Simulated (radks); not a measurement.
Coulomb parameter of the 4d shell of the silver ion Ag3+ in the model configuration [Kr] 4d7 5p1, as a second difference U = [E(n + 1) + E(n - 1) - 2 E(n)] / (1)^2 with all orbitals relaxed. "Bare": the charge of the atom changes with n. "Screened": the 5p shell takes up the change at fixed total charge, which measures U(4d,4d) + U(5p,5p) - 2 U(4d,5p). Calculated with a radial shooting solver on a logarithmic mesh with Libxc functionals: scalar-relativistic Kohn-Sham, r2SCAN, spin-unpolarised, spherical densities, finite nucleus; meta-GGA in the generalised Kohn-Sham scheme; Fermi nuclear charge, rms radius 4.5454 fm.

| case | configuration | E - E(n) (eV) |
|---|---|---|
| start | [Kr] 4d7 5p1 | 0.000 |
| bare +1 | [Kr] 4d8 5p1 | -42.107 |
| bare -1 | [Kr] 4d6 5p1 | 57.839 |
| screened +1 | [Kr] 4d8 | -22.772 |
| screened -1 | [Kr] 4d6 5p2 | 26.009 |

U(bare) = 15.732 eV, U(screened by 5p) = 3.237 eV, against the Slater integral F0(4d,4d) = 20.362 eV with frozen orbitals.
